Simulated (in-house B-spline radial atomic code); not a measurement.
**RPA and G0W0 on LC-wPBE: Kr XXXV (Kr34+)**

Configuration 1s2, mean-field start LC-wPBE. Computed with an all-electron radial atomic-structure program (B-spline basis): all electrons, non-relativistic, point nucleus, each spin shell either full or empty, empty states to l = 9 with an (l + 1/2)⁻⁴ tail; G0W0 by contour deformation at full frequency.

Relativity, left out, deepens the 1s level by about Z⁴α²/8 hartree.

Command:
```bash
python run_gw.py task.json out
```
Settings (radii: box in bohr, nucleus in fm):
```
Z                        36
electrons                2
configuration            1s2
hamiltonian              nr
method                   lc_wpbe
lmax                     9
spin_polarised           False
box_radius               2.78
intervals                45
ion_configuration        1s1
```

Time taken, with all properties: 1 s on 1 thread of Arm Neoverse N1 (shared host).

Energies (hartree):

| term | value |
| --- | --- |
| mean-field total | -1273.23392 |
| Hartree-Fock functional on these orbitals | -1273.60938 |
| direct second order | -0.093391 |
| second-order exchange | 0.046696 |
| SOSEX correction | 0.046364 |

Q: What is the RPA correlation energy, and what remains with SOSEX?

A: RPA gives -0.092725 hartree (-1.26 eV per electron); RPA + SOSEX gives -0.046362, and the second-order doubles -0.046695 hartree (no singles). SOSEX takes back 50 % of the RPA value, the self-correlation of each of the two electrons.

Quasi-particle levels (eV):

```json
{"level": "1s", "occupied": "yes", "mean field": "-16804.98", "Σx - vxc": "-220.42", "Σc": "?", "QP weight": "?", "G0W0": "?"}
{"level": "2s", "occupied": "no", "mean field": "-4061.69", "Σx - vxc": "36.83", "Σc": "-0.26", "QP weight": "1.000", "G0W0": "-4025.12"}
```

G0W0 = mean field + (Σx - vxc) + Σc, with Σc (partial-wave tail included) taken at the quasi-particle energy.

Q: Where does G0W0 put 1s?

A: At -17024.89 eV, with Σc = 0.51 eV and a quasi-particle weight of 1.000. The tabulated removal energy is 17296.424 ± 0.004 eV (NIST, tabulated theory); the calculation leaves out relativity, Breit and QED terms, and what these don't explain is the method's own error.

Q: What does it cost to remove one electron (to 1s1) by differences of total energies, each species on its own start (correlation terms add to the Hartree-Fock functional)?

A: LC-wPBE 17019.28 eV, Hartree-Fock functional 17023.72 eV, + RPA 17025.61 eV, + RPA + SOSEX 17024.98 eV, + second order 17024.99 eV. Tabulated: 17296.424 ± 0.004 eV (NIST, tabulated theory); the calculation leaves out relativity, Breit and QED terms, and what these don't explain is the method's own error.
